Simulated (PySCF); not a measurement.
**Exact simulation of a proton spin system**

Molecule: SMILES O=C(O)C=C(F)F, C₃H₂F₂O₂.

Bonds (- single, = double, # triple, : aromatic): O1=C2 1.200 Å, C2-O3 1.339 Å, C2-C4 1.476 Å, C4=C5 1.326 Å, C5-F6 1.309 Å, C5-F7 1.321 Å. O3 carries H8; C4 carries H9.

Isolated molecule, non-relativistic Hamiltonian, a single conformation. Shieldings: GIAO PBE0/pcSseg-1; GFN2-xTB structure; B3LYP/pcJ-1 coupling constants; PySCF 2.14.

Chemical shifts δ = σref − σ; ¹H vs TMS, all at this level.

Shifts (ppm): F6 -56.8, F7 -60.1, H9 5.03.
Couplings (Hz): F6–F7: -148.4; F6–H9: 18.5; F7–H9: 1.6.

The 3-spin Hamiltonian (Zeeman plus full scalar coupling among like nuclei) was diagonalised exactly; lines are Lorentzian, 0.5 Hz wide, and the maxima above 3 % are listed with the tallest set to 100.

Question: Give the ¹H peak list of this spin system at 200 MHz.

Answer: 
| Hz | ppm | height |
| --- | --- | --- |
| 1016.1 | 5.080 | 100 |
| 1014.2 | 5.071 | 100 |
| 997.8 | 4.989 | 100 |
| 996.0 | 4.980 | 100 |

Question: And at 400 MHz?

Answer: 
```json
{"Hz": "2022.1", "ppm": "5.055", "height": "100"}
{"Hz": "2020.4", "ppm": "5.051", "height": "100"}
{"Hz": "2003.6", "ppm": "5.009", "height": "100"}
{"Hz": "2002.0", "ppm": "5.005", "height": "100"}
```

The OH or NH signal is concentration- and solvent-dependent in practice; the value given is the gas-phase one.
